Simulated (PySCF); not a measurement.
# Ne²⁺ (neon, charge +2) across methods

[He] 2s2 2p3 3d1, high-spin 5D determinant (an excited configuration). All numbers are calculated (PySCF 2.14, the non-relativistic Hamiltonian (point nucleus), in aug-cc-pV5Z (7s6p5d4f3g2h, 127 functions)). The B2PLYP total includes its PT2 part (frozen core); its orbital energies are those of the SCF part.

| method | E (hartree) | mean ε 2s β (eV) | mean ε 2p α (eV) | mean ε 3d α (eV) | Σ⟨r²⟩ (bohr²) | ⟨S²⟩ |
| --- | --- | --- | --- | --- | --- | --- |
| B2PLYP | -124.8100 | -91.553 | -80.020 | -12.144 | 10.86 | 6.002 |
| PBEsol | -124.4167 | -85.711 | -71.999 | -10.830 | 10.86 | 6.001 |
| LDA | -124.0837 | -85.777 | -72.127 | -10.683 | 10.81 | 6.001 |
| r2SCAN | -124.8117 | -86.395 | -73.753 | -10.866 | 10.89 | 6.002 |
| UHF | -124.59196 | -95.046 | -86.931 | -13.164 | 10.88 | 6.003 |
| PBE | -124.7477 | -86.027 | -72.132 | -10.990 | 10.87 | 6.001 |
| PBE0 | -124.7600 | -88.779 | -76.020 | -11.620 | 10.86 | 6.001 |

Q: Estimate the same row for TPSSh.

A: E (hartree) = -124.8584; mean ε 2s β (eV) = -87.471; mean ε 2p α (eV) = -74.082; mean ε 3d α (eV) = -11.195; Σ⟨r²⟩ (bohr²) = 10.88; ⟨S²⟩ = 6.001.

The outer electron is Rydberg-like, and this basis confines it to a smaller radius and binds it less than a complete one would.
